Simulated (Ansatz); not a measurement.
Molecule: CClF (charge 0, singlet). 
Structure (B3LYP-D3(BJ)/def2-TZVP (Ansatz, a program for electronic structure) minimum search):
```xyz
3

F     -1.4677    -0.2909     0.0321
C     -0.5979     0.6705    -0.0192
Cl     0.9880    -0.0826    -0.0102
```
Charge 0, spin multiplicity 1.

Quantity: vertical ionisation energy (to the doublet state of charge +1; each state is the SCF solution reached for its spin; for the singlet the Hartree-Fock reference is unstable and T1 is 0.019), in eV. Valence correlation only, unless marked. Open shells are spin-unrestricted. No spin-orbit coupling. No relativistic terms. CBS marks a two-point X^-3 extrapolation of the correlation energy; Hartree-Fock from the larger set. [CCSD(T)-MP2]/basis is that difference in the basis named.

```
level               program  vertical ionisation energy (eV)
------------------  -------  -------------------------------
HF/aug-cc-pV(D+d)Z   Ansatz                            10.25
```

Task: Estimate the value at RI-MP2/CBS(aug-cc-pV(T+d)Z,aug-cc-pV(Q+d)Z)+[CCSD(T)-MP2]/aug-cc-pV(T+d)Z as computed with Ansatz.

Result: 11.09 eV
